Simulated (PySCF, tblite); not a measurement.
Isomers of C7H8N2S, one GFN2-xTB conformer each. Single-point energies are computed at PBE0/pcSseg-1 (PySCF, gas phase, no added dispersion term), electronic only.

Question: Rank them by PBE0/pcSseg-1 energy, lowest first (kcal/mol).
A. `[CH:1]#[C:2][c:3]1[n:4][n:5][c:6]([CH:7]([CH3:8])[CH3:9])[s:10]1` with N5–C6–C7–C8 119°
B. `[CH:1]#[C:2][CH2:3][n:4]1[n:5][cH:6][cH:7][c:8]1[S:9][CH3:10]` with C2–C3–N4–N5 103°, C7–C8–S9–C10 -4°

Answer: A (0.0), B (4.4).

GFN2-xTB itself gives, in the same order: 0.0, 4.6. Both levels put the same isomer lowest.

Which frontier levels, dipoles and rotational constants go with these structures?

```tsv
SMILES	HOMO (eV, PBE0/pcSseg-1)	LUMO (eV)	dipole (D)	A, B, C (MHz)
C#Cc1nnc(C(C)C)s1	-7.53	-1.83	3.36	3052, 681.5, 632.6
C#CCn1nccc1SC	-6.16	0.19	2.62	1438, 1114, 708.9
```

What happens when harmonic zero-point energies from GFN2-xTB frequencies are added?

```tsv
SMILES	ZPE (kcal/mol)	electronic (kcal/mol)	with ZPE (kcal/mol)
C#Cc1nnc(C(C)C)s1	84.2	0.0	0.0
C#CCn1nccc1SC	83.7	4.4	4.0
```

The zero-point energies span 0.5 kcal/mol. The order is unchanged.
